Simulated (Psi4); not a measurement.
# Worked example: vertical energy of the triplet above the singlet of C2H6FIn (SMILES C[CH](F)[InH2])

C2H6FIn: 10 atoms, total charge 0, spin state singlet. As SMILES, `C[CH](F)[InH2]`. The shape is that of a PBE0-D4/def2-TZVP optimisation.

Both states at this one shape; open shells run unrestricted unless said. 1 Eh = 27.2114 eV.

```tsv
level	program	singlet C2H6FIn (Eh)	triplet C2H6FIn (Eh)
HF/def2-SVP (core potential)	Psi4	-367.678540	-367.538372
SVWN5/def2-SVP (core potential)	Psi4	-367.893703	-367.767494
MP2/def2-SVP (core potential), 7 core orbitals frozen	Psi4	-368.240727	-368.090244
```

Problem. Work out the vertical gap, second state less first, at each level.

Solution. 
1. HF/def2-SVP (core potential): -367.538372 − (-367.678540) = 0.140168 Eh = 3.81 eV.
2. SVWN5/def2-SVP (core potential): -367.767494 − (-367.893703) = 0.126209 Eh = 3.43 eV.
3. MP2/def2-SVP (core potential): -368.090244 − (-368.240727) = 0.150483 Eh = 4.09 eV.

No measured value is set beside it here; the levels span 3.43 to 4.09 eV. Spin-orbit coupling, which splits open shells on such heavy atoms by tenths of an eV, is left out.
